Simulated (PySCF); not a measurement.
# Computed structure and properties of Dy(SH)3

System: Dy(SH)3 (singlet in the valence; each metal's 4f electrons, 9 of them, lie in its core potential, out of spins and levels); start: displaced along the imaginary mode (C3). Method: PySCF 2.14.0, RKS r2SCAN, Dy lcecp-1-SVP with ECP55, S def2-SVP, H def2-SVP; non-relativistic Hamiltonian with scalar-relativistic core potentials where named; density fitting; no spin-orbit coupling.

Input of the relaxation:

```python
mol = gto.M(atom='''
Dy    -0.00000    -0.00000    -0.34114
S      2.43252     0.00674     0.52532
H      2.07718    -0.24999     1.83130
S     -1.22209     2.10326     0.52532
H     -0.82209     1.92389     1.83130
S     -1.21043    -2.10999     0.52532
H     -1.25509    -1.67389     1.83130''',
    basis={'Dy': 'lcecp-1-SVP', 'S': 'def2-SVP', 'H': 'def2-SVP'},
    ecp={'Dy': 'lcecp-1-SVP'},
    charge=0, spin=0)
mf = dft.RKS(mol, xc='R2SCAN')
mf.grids.atom_grid = (50, 194)  # f atoms: unpruned, at least (60, 302)
mf = mf.density_fit()  # fitting sets: Dy AutoAux, S def2-universal-JKFIT, H def2-universal-JKFIT
mf.conv_tol = 1e-08; mf.max_cycle = 55
mf.kernel(dm0)  # dm0: converged density of the start geometry
# quasi-Newton relaxation in Cartesian coordinates to a largest gradient under 0.00045 Eh/bohr, steps kept in the point group
```

Run from Python with OMP_NUM_THREADS=2; the lines above give its settings. Where DIIS fails, smearing, a level shift and second-order steps follow.
It took 3.9 min on 2 threads of Arm Neoverse N1, on a shared host, from the converged density of the start.

Course of the relaxation:

```
step  energy above end (eV)  largest force component within the symmetry (eV/Å)
   0                 0.3879                                               0.573
   1                 0.3452                                               0.195
   2                 0.2917                                               0.576
   3                 0.2565                                               0.651
   4                 0.1901                                               0.414
   5                 0.1485                                               0.589
   6                 0.1237                                               0.103
   7                 0.1051                                               0.129
  21                 0.0040                                               0.095
  22                 0.0010                                               0.055
  23                 0.0006                                               0.094
  24                 0.0003                                               0.050
  25                 0.0001                                               0.013
  26                 0.0000                                               0.015
```
(The steps between are left out.)

Relaxed geometry (C3):

```xyz
7

Dy    0.0000    0.0000    0.7901
S     2.5441    0.4094    0.9624
H     2.8351   -0.9144    1.0172
S    -1.6266    1.9986    0.9624
H    -0.6256    2.9125    1.0172
S    -0.9175   -2.4080    0.9624
H    -2.2095   -1.9980    1.0172
```

| contact | Å |
| --- | --- |
| Dy1–S2 (SH) | 2.583 |
| Dy1–S4 (SH) | 2.583 |
| Dy1–S6 (SH) | 2.583 |

On the finer grid (75, 302):

```json
{"HOMO": "-6.57 eV", "LUMO": "-2.87 eV", "Dipole about the centre of mass": "0.95 D", "Set of Mulliken populations of Dy1 outside the core potential": "s 2.35, p 6.34, d 1.45, f 0.03", "D3(BJ) dispersion energy (not in the energies)": "-0.059 eV"}
```

```tsv
atom	Mulliken (e)	Löwdin (e)	spin (e)
Dy1	0.83	-0.08	0.00
S2	-0.39	0.00	0.00
H3	0.12	0.03	0.00
S4	-0.39	0.00	0.00
H5	0.12	0.03	0.00
S6	-0.39	0.00	0.00
H7	0.12	0.03	0.00
```

The 4f levels lie in the core potential and are missing. Their spin isn't counted.

No frequency check is given for this geometry.

Taking off one SH (charge -1, singlet; the rest: singlet) in vacuum, both parts rigid, costs 9.15 eV; the small basis without counterpoise inflates it. Most of it is the attraction of opposite charges; other ways to part are cheaper, and one spin state was tried for the rest.

Rigid scan of SH along the line from its metal:

(distance to S2 (Å), energy (eV)): (2.28, 0.635), (2.38, 0.248), (2.48, 0.055), (2.58, 0.000), (2.68, 0.044), (2.78, 0.156), (2.98, 0.505), (3.28, 1.153), (3.68, 2.008), (4.18, 2.888)

One start shape was tried, so this needn't be the lowest isomer.

An lcecp potential fixes the number of 4f electrons, so in runs with it no electron can move into or out of that shell.
